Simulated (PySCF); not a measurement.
C3H8FNSi.
Bonds: C1–C2 (double), C2–F3, C2–Si4, Si4–N5, N5–C6. Hydrogens: H7, H8 on C1; H9, H10 on Si4; H11 on N5; H12, H13, H14 on C6.

Structure optimised with GFN2-xTB, isolated species.

Task: Give the optimised bond lengths and angles.

Result: 
| bond | length (bohr) | order |
| --- | --- | --- |
| C1=C2 | 2.494 | double |
| C2–F3 | 2.579 | single |
| C2–Si4 | 3.579 | single |
| Si4–N5 | 3.233 | single |
| N5–C6 | 2.725 | single |
| C1–H7 | 2.037 | single |
| C1–H8 | 2.028 | single |
| Si4–H9 | 2.788 | single |
| Si4–H10 | 2.768 | single |
| N5–H11 | 1.908 | single |
| C6–H12, C6–H13, C6–H14 | 2.063 | single |

Bonds in one row agree within 0.02 bohr and their mean is given. Orders are formal, as drawn. A selection of angles:
| angle | degrees |
| --- | --- |
| C2–C1–H7 | 122.6 |
| C2–C1–H8 | 119.7 |
| H7–C1–H8 | 117.6 |
| C1–C2–F3 | 117.7 |
| C1–C2–Si4 | 127.7 |
| F3–C2–Si4 | 114.6 |
| C2–Si4–N5 | 103.5 |
| C2–Si4–H9 | 108.2 |
| C2–Si4–H10 | 110.1 |
| N5–Si4–H9 | 116.7 |
| N5–Si4–H10 | 108.7 |
| H9–Si4–H10 | 109.4 |
| Si4–N5–C6 | 124.1 |
| Si4–N5–H11 | 118.5 |
| C6–N5–H11 | 112.0 |
| N5–C6–H12 | 108.9 |
| N5–C6–H13 | 112.4 |
| H12–C6–H13 | 108.0 |
| H12–C6–H14 | 108.6 |

Torsions: C1–C2–Si4–N5 -146° (anticlinal); C2–Si4–N5–C6 180° (antiperiplanar). The mirror-image conformer, all signs reversed, is as good.

Si4 (SiH2 silicon) is distorted tetrahedral (angles from 103.5° to 116.7°). Of the pairs four or more bonds apart, F3···H11 is among the closest relative to their van der Waals radii: 2.58 Å, 97 % of the sum of Bondi's values. N5 (silicon-bound nitrogen) has angles 124.1°, 118.5° and 112.0°, sum 354.7°, 0.18 Å off the plane of its three neighbours.

Point group: C1 (no symmetry element, even within 0.4 Å). No frequency check. One conformer, not necessarily the lowest.

All values are computed, not measured.
